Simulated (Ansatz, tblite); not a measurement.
Cost and result up the ladder for InH2(vinyl) (C2H5In) (8 atoms). Charge 0, multiplicity 1. Geometry: PBE-D4/def2-TZVP.

```xyz
8

In    1.4779   -0.5844    0.2338
H     2.6133   -0.7481    1.5374
H     1.8187   -1.1611   -1.3726
C    -0.4487    0.3331    0.5123
C    -1.3167    0.4470   -0.5046
H    -0.7517    0.7200    1.4920
H    -1.0885    0.0837   -1.5124
H    -2.3043    0.9098   -0.3861
```

Ansatz on 4 threads of Arm Neoverse V2 on a shared host; xTB runs through tblite on one thread. Times are rough, summed over both states, and most runs start from the orbitals of an earlier one. PBE0-D4/def2-TZVP serves as the yardstick here, not as an exact answer. The other state is a doublet.

In the def2 sets In takes a core potential; there is no spin–orbit coupling. The xTB rows come from tblite. HOMO above LUMO, or a gap near zero within one spin, warns that the state may not be the lowest or that an electron is smeared out.

Run but left out: MP2/def2-TZVPP (charge +1 doublet: ⟨S²⟩ 0.96, where a pure state has 0.75).

Raw xTB energies of ions are shifted by several eV.

| level | functions | wall time | vertical IE (eV) | difference from PBE0-D4/def2-TZVP (eV) | remarks |
| --- | --- | --- | --- | --- | --- |
| GFN2-xTB | 22 | 0.004 s | 13.50 | 3.93 | – |
| GFN1-xTB | 27 | 0.006 s | 13.67 | 4.09 | – |
| PBE-D4/def2-TZVP | 142 | 2.3 s | 9.38 | -0.20 | gap within one spin near zero (+1 doublet) |
| PBE0-D4/def2-TZVP (with forces) | 142 | 4.8 s | 9.58 | 0.00 | – |
| r2SCAN-D4/def2-TZVP | 142 | 5.3 s | 9.42 | -0.15 | – |
